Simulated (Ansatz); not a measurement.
`C[S][GeH3]` at its PBE0-D4/def2-TZVP geometry, where that method's forces vanish. Total charge 0; spin multiplicity 1.

```xyz
9

C    -1.2391   -0.5153    0.7804
S     0.5493   -0.6312    1.0573
Ge    1.2549    0.4791   -0.7207
H    -1.5740    0.5224    0.7792
H    -1.7188   -1.0365    1.6089
H    -1.5286   -1.0000   -0.1524
H     2.7867    0.4865   -0.6532
H     0.7008    1.9155   -0.6961
H     0.7689   -0.2205   -2.0035
```

(1) What forces (eV/Å) does ωB97M-V/def2-TZVPP give on these atoms in Ansatz 0.2.0? (Estimate.)

Answers

(1) The calculation gave: 
```
C1  -0.159  0.010 -0.025
S2   0.119 -0.012  0.025
Ge3  0.027  0.061 -0.098
H4   0.021 -0.091 -0.005
H5   0.024  0.051 -0.083
H6   0.017  0.047  0.080
H7  -0.122 -0.001 -0.006
H8   0.039 -0.116  0.004
H9   0.034  0.051  0.107
```
